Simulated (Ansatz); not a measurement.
Start from `CN[SiH2][SeH]` and change one atom or group to get `CN[SiH2]S`.

Ansatz, PBE0-D4/def2-TZVP geometries, multiplicity 1. Each molecule was computed in one conformer, which needn't be the lowest.

Scalar relativity is left out up to krypton. Spin–orbit coupling is left out; it splits and shifts lone-pair levels of the heavy atoms by tenths of an eV.

```
                                                                                  property  `CN[SiH2][SeH]`
ideal-gas entropy at 298 K and 1 bar (rigid rotor, harmonic PBE0-D4/def2-TZVP) / J/(mol·K)              357
                                                       HOMO energy (B3LYP/def2-TZVPP) / eV            -6.53
                                                        LUMO energy (PBE0/def2-TZVPP) / eV             0.24
                                                      HOMO–LUMO gap (PBE0/def2-TZVPP) / eV             7.00
                                                   HOMO–LUMO gap (ωB97M-V/def2-TZVPP) / eV            10.85
                                                         HOMO energy (PBE/def2-TZVPP) / eV            -5.55
```

Problem. Give the same properties after the change, and the shifts. (Estimate.)

Solution. Ansatz gave: 
```json
{"property": "ideal-gas entropy at 298 K and 1 bar (rigid rotor, harmonic PBE0-D4/def2-TZVP) / J/(mol·K)", "`CN[SiH2]S`": "345", "shift": "-12"}
{"property": "HOMO energy (B3LYP/def2-TZVPP) / eV", "`CN[SiH2]S`": "-6.71", "shift": "-0.18"}
{"property": "LUMO energy (PBE0/def2-TZVPP) / eV", "`CN[SiH2]S`": "0.38", "shift": "0.14"}
{"property": "HOMO–LUMO gap (PBE0/def2-TZVPP) / eV", "`CN[SiH2]S`": "7.31", "shift": "0.31"}
{"property": "HOMO–LUMO gap (ωB97M-V/def2-TZVPP) / eV", "`CN[SiH2]S`": "11.32", "shift": "0.47"}
{"property": "HOMO energy (PBE/def2-TZVPP) / eV", "`CN[SiH2]S`": "-5.59", "shift": "-0.04"}
```

With PBE0 the HOMO falls by 0.16 eV and the LUMO rises by 0.14 eV, so the gap widens by about 0.30 eV. PBE moves the HOMO by -0.04 eV and ωB97M-V by -0.26 eV.

Positive LUMOs are unbound, so they and the gaps depend on the basis.

B3LYP here is the variant with VWN-RPA as its local correlation; programs differ in this.
